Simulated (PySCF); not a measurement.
## Electron correlation in Pb⁶⁸⁺ (lead, charge +68)

[Ne] 3s2 3p2, high-spin 3P determinant. Computed with PySCF 2.14 in an even-tempered Gaussian basis (17 s from 21 bohr⁻², ratio 2.5; 12 p from 27 bohr⁻², ratio 2.5; 4 d from 100 bohr⁻², ratio 2.7; 4 f from 150 bohr⁻², ratio 2.7), with scalar relativity by spin-free X2C-1e. Frozen: 1s2; 12 electrons correlated; the 17 highest virtual orbitals of each spin left out.

```tsv
level	correlation energy (mhartree)
CCSD	-559.11
(T)	-0.35
CCSD(T)	-559.46
```

Diagnostics: T1 = 0.00021, D1 = 0.0009, largest double amplitude 0.025.

**Question.** Is a single reference adequate?

**Answer.** Yes, within this model without spin-orbit coupling: T1 lies below 0.03 and no double amplitude reaches 0.07.

At this charge the one-electron X2C treatment keeps the bare 1/r₁₂, with no two-electron picture change or Breit term. The effect here is smaller than on the frozen 1s shell; and a scalar Hamiltonian misses the large spin-orbit splitting of the p shells, which matters for ns² → np² pairs.

Spin-orbit coupling is strong in this species, so the high-spin LS determinant is a model state.
